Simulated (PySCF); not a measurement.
water (H2O), SMILES O. Heavy atoms are numbered as in [OH2:1]. Hydrogens are named by the atom that carries them.

Geometry: B3LYP-D3(BJ)/def2-TZVP.

All values below come from PySCF with KT2/pcSseg-2.

GIAO shieldings, no solvent; atoms alike by connectivity are averaged. δ = σ(ref) − σ: ¹H against TMS (σ = 31.47 ppm), references at their B3LYP-D3(BJ)/def2-TZVP geometries, non-relativistic.

Problem. Estimate the chemical shifts. (Estimate from the structure and the level; the computed values follow.)

Solution. 
| nucleus | atoms | count | δ (ppm) |
|---|---|---|---|
| ¹H | H on O1 | 2 | 0.39 |
